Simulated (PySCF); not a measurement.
C2H2F, doublet (typed; the unrestricted solution is spin-contaminated), at a GFN2-xTB geometry. Base run: DF-HF/6-31G in PySCF.

Input for PySCF:
```python
from pyscf import gto, scf

mol = gto.M(
    atom='''
C     0.03831317    0.37748676   -0.00198934
C     1.23935301   -0.08688495   -0.03729312
F    -1.07331666   -0.38169762    0.03330233
H    -0.24782299    1.43729641    0.00433304
H     2.24167587    0.25437132   -0.06835927
''',
    basis='6-31g',
    spin=1,
    verbose=4,
)

mf = scf.UHF(mol)
mf = mf.density_fit(auxbasis='def2-universal-jkfit')
mf.kernel()
```

Variants of this job, named by their change:

```
change                 basis functions      E (Eh)  HOMO (eV)  dipole (D)
---------------------  ---------------  ----------  ---------  ----------
base                                31  -176.17844     -11.01        2.56
basis = STO-3G                      17  -173.88345      -8.71        1.23
basis = 3-21G                       31           …     -10.83           …
basis = LANL2DZ                     31  -176.21321     -11.24        2.72
basis = 6-31G*                      46  -176.23030     -10.72        2.11
basis = def2-SV(P)                  46  -176.08930     -10.97        2.20
basis = cc-pVDZ                     52  -176.24535     -10.83        2.13
basis = 6-311G**                    66  -176.28090     -10.90        2.21
basis = def2-SVPD                   79  -176.10603     -11.06        2.14
basis = 6-311+G(2d,p)               93  -176.29107     -10.98        2.19
basis = def2-TZVP                  105  -176.31039     -10.95        2.13
basis = cc-pVTZ                    118  -176.30240     -10.91        2.10
basis = def2-TZVPD                 132  -176.31128     -10.97        2.09
```

Some entries are withheld; supply them.


- basis = 3-21G, E (Eh): -175.27154
- basis = 3-21G, dipole (D): 2.31

Totals compare only among sets that treat the same electrons; sets with core potentials leave the core out.

Open shells are given as the SCF converged; they aren't shown to be the lowest states, and a large step between rows can be another state.
